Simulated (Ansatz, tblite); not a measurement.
Forces on B₉N₁₀H₂₈⁺, a nanocrystal cut from zinc blende BN (hydrogen-capped) at its r2SCAN-D4/def2-SVP geometry. Charge 1, multiplicity 1.

The xTB rows come from tblite. Single mean-field runs in def2-TZVP are fitted with def2-universal-jkfit.

GFN2-xTB (tblite), largest force 0.69 eV/Å:

```xyz
47
positions Å, forces eV/Å
N     0.918   -1.047    2.387    0.033   -0.337    0.408
N     2.120    1.153    2.503    0.289    0.151    0.433
N    -0.388    1.081    2.514   -0.263    0.146    0.436
N    -0.357   -0.238    0.309   -0.176   -0.108   -0.007
N     0.840    1.956    0.427   -0.021    0.154    0.063
N    -3.032   -1.759   -1.724   -0.356   -0.210   -0.148
N    -1.785    0.472   -1.700    0.098    0.347   -0.317
N     2.144   -0.168    0.301    0.130   -0.093    0.048
N     0.810    0.599   -1.724   -0.103   -0.045   -0.315
N    -0.480   -1.653   -1.826    0.336   -0.042   -0.340
B     0.892    0.365    3.075   -0.012   -0.009    0.033
B     0.935   -1.008    0.778   -0.020   -0.044   -0.205
B    -1.714   -2.552   -1.353    0.070   -0.315    0.355
B     2.167    1.278    0.879    0.023    0.031   -0.283
B    -0.431    1.217    0.910   -0.059    0.019   -0.202
B    -0.429   -0.188   -1.267    0.116    0.050    0.350
B     0.795    2.096   -1.181    0.095    0.262   -0.104
B    -3.119   -0.262   -1.217   -0.229    0.173    0.384
B     2.163   -0.133   -1.313    0.271   -0.025   -0.121
H     1.729   -1.585    2.708   -0.121    0.276   -0.194
H     0.129   -1.619    2.705    0.117    0.288   -0.222
H     2.998    0.733    2.826   -0.287   -0.031   -0.241
H     2.163    2.094    2.907   -0.170   -0.221   -0.252
H    -1.239    0.609    2.837    0.298   -0.006   -0.239
H    -0.481    2.017    2.922    0.181   -0.215   -0.224
H    -1.198   -0.769    0.575    0.425    0.264   -0.065
H     0.824    2.934    0.728    0.031   -0.430   -0.069
H    -3.810   -2.262   -1.288    0.315    0.197   -0.064
H    -3.238   -1.826   -2.726    0.266    0.145    0.307
H    -1.795    1.431   -1.331   -0.036   -0.398   -0.022
H    -1.803    0.614   -2.716   -0.060   -0.240    0.303
H     3.022   -0.647    0.515   -0.372    0.227   -0.030
H     0.849    0.684   -2.744    0.023   -0.011    0.419
H     0.388   -2.124   -1.542   -0.371    0.149    0.010
H    -0.416   -1.646   -2.850   -0.225    0.028    0.319
H     0.894    0.294    4.288    0.009    0.036   -0.518
H     0.969   -2.162    0.396    0.007    0.529    0.248
H    -1.663   -2.657   -0.134   -0.049   -0.057   -0.685
H    -1.672   -3.626   -1.923   -0.055    0.536    0.246
H     3.161    1.906    0.586   -0.517   -0.326    0.143
H    -1.462    1.799    0.631    0.487   -0.253    0.202
H    -0.253    2.663   -1.480    0.530   -0.224    0.084
H     1.771    2.700   -1.571   -0.534   -0.318    0.215
H    -3.125   -0.275    0.008   -0.109    0.041   -0.679
H    -4.085    0.306   -1.689    0.465   -0.311    0.196
H     2.175   -1.294   -1.715    0.046    0.565    0.131
H     3.123    0.498   -1.702   -0.514   -0.350    0.214
```

PBE0-D4/def2-TZVP (Ansatz), largest force 0.33 eV/Å:

```
N 0.003 -0.246 0.125
N 0.210 0.120 0.141
N -0.211 0.102 0.146
N -0.171 -0.106 0.010
N 0.007 0.183 0.003
N -0.245 -0.145 -0.094
N 0.000 0.261 -0.097
N 0.166 -0.076 -0.013
N 0.037 0.034 -0.194
N 0.227 -0.109 -0.119
B -0.007 -0.009 0.076
B -0.015 -0.061 -0.013
B 0.025 -0.058 0.041
B 0.058 0.036 -0.006
B -0.062 0.016 -0.009
B 0.009 0.003 0.043
B 0.005 0.019 -0.002
B -0.038 0.045 0.048
B 0.019 -0.004 -0.004
H -0.211 0.176 -0.109
H 0.207 0.186 -0.109
H -0.256 0.093 -0.111
H -0.039 -0.260 -0.132
H 0.254 0.110 -0.113
H 0.055 -0.257 -0.135
H 0.272 0.171 -0.058
H 0.004 -0.284 -0.079
H 0.231 0.147 -0.096
H 0.092 0.040 0.276
H 0.000 -0.293 -0.100
H -0.005 -0.075 0.279
H -0.255 0.137 -0.053
H -0.014 -0.027 0.298
H -0.266 0.140 -0.074
H -0.054 0.005 0.284
H 0.000 0.015 -0.255
H -0.004 0.245 0.067
H -0.012 0.021 -0.252
H -0.008 0.219 0.123
H -0.219 -0.137 0.046
H 0.219 -0.119 0.046
H 0.201 -0.104 0.064
H -0.201 -0.136 0.088
H 0.000 0.002 -0.253
H 0.198 -0.116 0.103
H 0.002 0.221 0.083
H -0.208 -0.125 0.089
```

CAM-B3LYP-D4/def2-TZVP (Ansatz), largest force 0.41 eV/Å:

```
N 0.007 -0.262 0.151
N 0.223 0.126 0.183
N -0.222 0.111 0.174
N -0.252 -0.155 0.003
N -0.002 0.197 0.022
N -0.272 -0.160 -0.111
N 0.046 0.338 -0.090
N 0.176 -0.092 0.005
N -0.003 0.011 -0.224
N 0.317 -0.103 -0.116
B -0.006 -0.017 0.220
B 0.004 -0.232 -0.031
B 0.025 -0.238 0.120
B 0.193 0.121 -0.042
B -0.207 0.110 -0.010
B 0.008 0.004 0.018
B 0.018 0.220 -0.125
B -0.194 0.119 0.141
B 0.197 -0.072 -0.142
H -0.209 0.174 -0.111
H 0.206 0.185 -0.112
H -0.254 0.093 -0.115
H -0.039 -0.258 -0.136
H 0.252 0.110 -0.117
H 0.055 -0.254 -0.137
H 0.350 0.217 -0.031
H 0.005 -0.299 -0.077
H 0.229 0.147 -0.099
H 0.099 0.044 0.283
H -0.039 -0.342 -0.139
H -0.010 -0.079 0.284
H -0.268 0.145 -0.051
H -0.018 -0.030 0.311
H -0.330 0.131 -0.111
H -0.060 0.002 0.289
H 0.001 0.023 -0.373
H -0.009 0.380 0.120
H -0.018 0.026 -0.381
H -0.014 0.321 0.168
H -0.322 -0.203 0.086
H 0.340 -0.189 0.086
H 0.322 -0.164 0.086
H -0.308 -0.194 0.127
H -0.005 0.005 -0.382
H 0.288 -0.171 0.139
H 0.005 0.353 0.117
H -0.306 -0.198 0.127
```
